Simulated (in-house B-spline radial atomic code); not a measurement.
V⁸⁺. Computed with a B-spline radial atomic code. Model: all-electron spherical atom, spin shells full or empty, radial basis limit, no spin-orbit coupling: exact exchange with a local potential (Slater, KLI or optimised effective potential, whose far tail is KLI's), no correlation.

Exchange potential has not reached -1/r at the last radius.

The run also made RPA and GW results, which its time includes.

The Slater potential averages the orbital exchange potentials with the orbital densities as weights, KLI adds orbital constants, and the optimised effective potential minimises the exact-exchange energy among local potentials. So their energies lie above Hartree-Fock in the order OEP, KLI, Slater. All fall off as −1/r, unlike LDA and GGA exchange.

Command:
```bash
python run_gw.py task.json out
```
Settings (nuclear radius in fm, other lengths in bohr, energies in hartree):
```
Z                      23
electrons              15
configuration          [Ne] 3s2 3p3
hamiltonian            x2c
method                 slater
lmax                   9
rms_radius             3.6002
spin_polarised         True
box_radius             7.7
intervals              98
```

Time taken, with all properties: 2.7 s on 1 thread of Intel(R) Xeon(R) 6975P-C (Granite Rapids), with other jobs on the host.

Given: hamiltonian one-electron scalar X2C; mean-field start Slater potential.

Computed: energy above Hartree-Fock 96.518 millihartree.

| radius (bohr) | r times exchange potential up (hartree bohr) | r times exchange potential down (hartree bohr) |
| --- | --- | --- |
| 0.00217 | -0.052259 | -0.052266 |
| 0.00263 | -0.063278 | -0.063287 |
| 0.00317 | -0.076176 | -0.076187 |
| 0.00383 | -0.091868 | -0.09188 |
| 0.00462 | -0.11054 | -0.11056 |
| 0.00558 | -0.13305 | -0.13306 |
| 0.00674 | -0.15993 | -0.15995 |
| 0.00814 | -0.19186 | -0.19188 |
| 0.00983 | -0.22958 | -0.2296 |
| 0.0119 | -0.27441 | -0.27443 |
| 0.0143 | -0.32438 | -0.32438 |
| 0.0173 | -0.38356 | -0.38355 |
| 0.0209 | -0.44961 | -0.44958 |
| 0.0253 | -0.52288 | -0.52281 |
| 0.0305 | -0.59907 | -0.59896 |
| 0.0368 | ? | ? |
| 0.0445 | -0.75255 | -0.7525 |
| 0.0537 | -0.81744 | -0.81766 |
| 0.0649 | -0.86442 | -0.86498 |
| 0.0783 | -0.88469 | -0.88445 |
| 0.0946 | -0.8822 | -0.8766 |
| 0.114 | -0.88918 | -0.87214 |
| 0.138 | -0.94918 | -0.92092 |
| 0.167 | -1.065 | -1.0321 |
| 0.201 | -1.1991 | -1.1673 |
| 0.243 | -1.3217 | -1.2951 |
| 0.293 | -1.3986 | -1.3825 |
| 0.354 | -1.4026 | -1.4136 |
| 0.428 | -1.2922 | -1.3654 |
| 0.517 | -1.1587 | -1.1936 |
| 0.624 | -1.2128 | -0.97556 |
| 0.753 | -1.3522 | -0.91282 |
| 0.91 | ? | ? |
| 1.1 | -1.4673 | -0.97695 |
| 1.33 | -1.4185 | -0.99356 |
| 1.6 | -1.3429 | -0.99878 |
| 1.93 | -1.2664 | -0.99988 |

(1) What belongs in the row 0.0368?

(2) What belongs in the row 0.91?

```csv
occupied,level (hartree),Hartree-Fock level (hartree)
1s up,-207.64,-209.47
1s down,-207.61,-209.35
2s up,-30.078,-30.572
2s down,?,?
2p up,?,?
2p down,-26.46,-26.345
3s up,-8.7148,-8.8199
3s down,-8.3012,-8.1156
3p up,-7.6934,-7.5112
```

(3) What belongs in the row 2s down?

(4) What belongs in the row 2p up?

```
  empty  level (hartree)
3p down          -7.2941
  3d up          -6.1468
3d down          -5.8191
  4s up                ?
4s down          -3.8446
  4p up          -3.6649
4p down                ?
  4d up          -3.1385
4d down          -2.9963
  4f up          -2.7903
4f down          -2.5817
```

(5) What belongs in the row 4s up?

(6) What belongs in the row 4p down?

Results:

(1) r times exchange potential up (hartree bohr): -0.677; r times exchange potential down (hartree bohr): -0.67688.

(2) r times exchange potential up (hartree bohr): -1.4503; r times exchange potential down (hartree bohr): -0.94362.

(3) level (hartree): -30.028; Hartree-Fock level (hartree): -30.479.

(4) level (hartree): -26.538; Hartree-Fock level (hartree): -26.521.

(5) level (hartree): -4.0289.

(6) level (hartree): -3.4953.

The highest level, 3p up, differs from Hartree-Fock by -5 eV and the deepest, 1s up, by +49.8 eV: the Slater potential lacks the response part and is deeper than the optimised one throughout, so the top level comes too deep.
